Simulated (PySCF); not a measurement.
# Radial density of Sn⁺ (tin, charge +1)

UHF, [Kr] 4d10 5s2 5p1, 2P determinant. All numbers are calculated (PySCF 2.14, a scalar-relativistic core potential, in aug-cc-pVDZ-PP with ECP28MDF (5s4p3d, 32 functions)). This is the valence pseudo-density: the core potential removes the inner electrons and smooths the orbitals near the nucleus.

```
r (bohr)  4πr²ρ (e/bohr)  4πr²(ρα − ρβ)
 0.00821       2.286e-05         0.0000
  0.0138       6.107e-05         0.0000
  0.0232       0.0001482         0.0000
  0.0391       0.0002934         0.0000
  0.0657       0.0005932         0.0000
   0.111        0.003981         0.0000
   0.186         0.05254         0.0001
   0.313          0.9351         0.0029
   0.526           11.36         0.0406
   0.885           21.97         0.0102
    1.49           6.433         0.1209
    2.50           1.620         0.4375
    4.21          0.2445         0.1375
    7.08        0.005325         0.0047
    11.9       2.321e-05         0.0000
```

Energies and moments cover only the electrons outside the core potential.
